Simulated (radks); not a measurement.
Results of a calculation; reference values are marked as such.
Problem. Au VII, configuration [Xe] 4f14 5d(3/2: 3, 5/2: 2) (the NIST ground configuration). Level of theory: Dirac Kohn-Sham, BLYP, spin-unpolarised, spherical densities, finite nucleus; Fermi nuclear charge, rms radius 5.4371 fm (a radial shooting solver on a logarithmic mesh with Libxc functionals). Some entries of the table are withheld. Estimate them.

| orbital | occ. | eigenvalue (Ry) | <r^2> (bohr^2) | r(max) (bohr) |
|---|---|---|---|---|
| 1s1/2 | 2 | -5931.826 | 0.0003934 | (1) |
| 2s1/2 | 2 | -1051.275 | 0.005939 | 0.06039 |
| 2p1/2 | 2 | -1008.745 | 0.004201 | 0.04446 |
| 2p3/2 | 4 | -873.8018 | 0.005389 | 0.05183 |
| 3s1/2 | 2 | -253.0759 | 0.03857 | 0.1699 |
| 3p1/2 | 2 | -233.8748 | 0.03516 | 0.1586 |
| 3p3/2 | 4 | -204.0955 | 0.04158 | 0.1735 |
| 3d3/2 | 4 | -172.0848 | (2) | 0.1352 |
| 3d5/2 | 6 | -165.6826 | (3) | 0.1393 |
| 4s1/2 | 2 | (4) | (5) | 0.3831 |
| 4p1/2 | 2 | -51.79198 | 0.1908 | 0.3813 |
| 4p3/2 | 4 | -44.64488 | 0.2235 | 0.4122 |
| 4d3/2 | 4 | -31.19018 | 0.2360 | 0.4050 |
| 4d5/2 | 6 | -29.85850 | 0.2476 | 0.4145 |
| 5s1/2 | 2 | -14.29240 | 0.9353 | 0.8450 |
| 4f5/2 | 6 | -12.59302 | 0.2938 | 0.3729 |
| 4f7/2 | 8 | -12.31137 | 0.3020 | 0.3774 |
| 5p1/2 | 2 | -11.56991 | 1.076 | 0.8898 |
| 5p3/2 | 4 | -10.27074 | 1.266 | 0.9648 |
| 5d3/2 | 3 | -6.41578 | 1.884 | 1.122 |
| 5d5/2 | 2 | -6.24731 | 1.975 | 1.150 |

Solution. 
(1) 1s1/2 r(max) (bohr): 0.01042
(2) 3d3/2 <r^2> (bohr^2): 0.03189
(3) 3d5/2 <r^2> (bohr^2): 0.03364
(4) 4s1/2 eigenvalue (Ry): -59.99569
(5) 4s1/2 <r^2> (bohr^2): 0.1871
